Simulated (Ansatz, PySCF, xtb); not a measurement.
Reaction R1 → P1, each structure at its B3LYP-D3(BJ)/def2-TZVP stationary point, reached from a drawn start; harmonic modes at that level show minima.
R1, CHN (SMILES C#N) (charge 0, multiplicity 1):
```xyz
3

C      0.000     0.000    -0.026
N      0.000     0.000     1.120
H      0.000     0.000    -1.093
```
P1, CHN (SMILES [C-]#[NH+]) (charge 0, multiplicity 1):
```xyz
3

H      0.000     0.000    -1.053
N      0.000     0.000    -0.055
C      0.000     0.000     1.109
```

P less R. No zero-point or thermal terms.

Cores are frozen in the correlated methods.

Run with Ansatz (a first-principles code); PySCF for the D3/D4 terms; xtb for the GFN methods. No computed number here is a measurement.

```tsv
level	reaction energy (kcal/mol)
GFN2-xTB	19.92
PBE-D4/def2-TZVPP	14.85
revPBE-D4/def2-TZVPP	14.91
BHLYP-D3(BJ)/def2-TZVPP	12.39
CAM-B3LYP/def2-TZVPP	13.15
CAM-B3LYP-D4/def2-TZVPP	13.13
MP2/cc-pVQZ	17.50
CCSD(T)/cc-pVDZ	15.57
CCSD(T)/cc-pVQZ	[?]
```

Problem. Fill in the missing entries.

Solution. 
- CCSD(T)/cc-pVQZ, reaction energy (kcal/mol): 14.77
